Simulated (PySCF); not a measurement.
# Vibration and rotation of CsMg

ROHF-CCSD(T) constants of CsMg, ²Σ⁺ (doublet), unpaired electrons σ ↑ (PySCF, scalar-relativistic core potentials, basis sets Cs def2-SVP with ECP46, Mg def2-SVP; masses 132.9054 and 23.9850 u):

```
ωe            : 39.7 cm⁻¹
ωexe          : 1.12 cm⁻¹
Be            : 0.038178 cm⁻¹
αe            : 0.000926 cm⁻¹
De to Cs + Mg : 0.067 eV
```

(1) What force constant and bond length do these constants imply?

(2) Estimate the centrifugal constant D from the Kratzer relation and find the Dunham coefficient a1.

Correlated steps freeze 1 core orbital. The bond is weak. Basis-set superposition, not corrected here, can be much of De in a small basis, most of all at correlated wavefunction levels. Spin–orbit coupling is left out. The state was picked by a PBE0 search and need not be the measured ground state.

## Answers

(1) Reduced mass μred = 20.318 u; k = 5.8918×10⁻⁷·μred·ωe² (u, cm⁻¹, mdyn/Å) = 0.0189 mdyn/Å; Re = √(16.8576/(μred·Be)) (u, cm⁻¹, Å) = 4.662 Å.

(2) D = 4Be³/ωe² = 1.41e-07 cm⁻¹; a1 = −1 − αeωe/(6Be²) = -5.20.
